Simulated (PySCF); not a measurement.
SMILES c1ccc(Sc2cccs2)nc1 (GFN2-xTB optimised geometry):

```
19

C     -2.808    -2.066     0.000
C     -3.467    -0.839     0.002
C     -2.728     0.325     0.002
C     -1.336     0.207    -0.001
S     -0.362     1.667    -0.003
C      1.291     1.079    -0.033
C      2.362     1.923    -0.080
C      3.591     1.231    -0.086
C      3.426    -0.114    -0.040
S      1.768    -0.585     0.007
N     -0.712    -0.954     0.000
C     -1.426    -2.066     0.000
H     -3.359    -2.993    -0.001
H     -4.546    -0.797     0.003
H     -3.188     1.300     0.003
H      2.266     2.993    -0.111
H      4.546     1.724    -0.123
H      4.182    -0.873    -0.035
H     -0.851    -2.981     0.000
```

Level of theory: PySCF 2.14.0 with B3LYP/def2-SVP.

Q: What are the frontier orbital energies and the dipole moment?

A: HOMO-2 -7.01 eV, HOMO-1 -6.63 eV, HOMO -5.46 eV, LUMO -1.10 eV, LUMO+1 -0.82 eV; dipole moment 2.60 D.

Meta-Löwdin charges at B3LYP/def2-SVP: C1 -0.14, C2 -0.06, C3 -0.13, C4 0.05, S5 0.18, C6 -0.21, C7 -0.15, C8 -0.13, C9 -0.26, S10 0.30, N11 -0.25, C12 0.03, H13 0.11, H14 0.11, H15 0.11, H16 0.11, H17 0.11, H18 0.12, H19 0.11.
